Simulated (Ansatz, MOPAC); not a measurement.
Species: RbI (charge 0, singlet). SMILES: [Rb][I]
Geometry from a B3LYP-D3(BJ)/def2-TZVP (Ansatz, a quantum-chemistry and plane-wave program) optimisation:
```xyz
2

Rb     0.0000     0.0000    -1.9203
I      0.0000     0.0000     1.3406
```
Charge 0, spin multiplicity 1.

Property: vertical electron affinity to the doublet, in eV. Conventions: LANL2DZ with its own core potentials from Na on; PM7 with its own dispersion and hydrogen-bond terms; open shells spin-unrestricted; valence correlation only (noble-gas shells and the d and f shells of earlier blocks; the outer core of K, Ca and congeners matters and is frozen too); def2 sets with scalar-relativistic core potentials past Kr; each state is the SCF solution reached for its charge and spin; STO-3G and 3-21G all-electron and non-relativistic; no spin-orbit coupling. First-principles rows: single points at B3LYP-D3(BJ) geometries (Ansatz). Semi-empirical rows: differences of heats of formation at the shared geometry for vertical values.

| level | program | vertical electron affinity to the doublet (eV) |
|---|---|---|
| AM1 | MOPAC | -1.35 |
| PM6 | MOPAC | -0.60 |
| PM7 | MOPAC | -1.42 |
| MNDO | MOPAC | -1.08 |
| PBE/LANL2DZ | Ansatz | 0.82 |
| B3LYP/STO-3G | Ansatz | -5.16 |
| B3LYP/3-21G | Ansatz | 0.82 |
| B3LYP/LANL2DZ | Ansatz | 0.84 |
| MP2/LANL2DZ | Ansatz | 0.52 |
| PBE/def2-TZVPD | Ansatz | 0.75 |
| B3LYP/def2-TZVPD | Ansatz | 0.76 |
| PBE0/def2-TZVPD | Ansatz | 0.74 |

No value to compare with is used here. The 9 habitual levels span -5.16 (B3LYP/STO-3G) to 0.84 eV (B3LYP/LANL2DZ); B3LYP/def2-TZVPD gives 0.76.

The levels are drawn from those run, B3LYP/6-31G* more often than the rest, none by its result; runs whose electronic state is in doubt are left out.
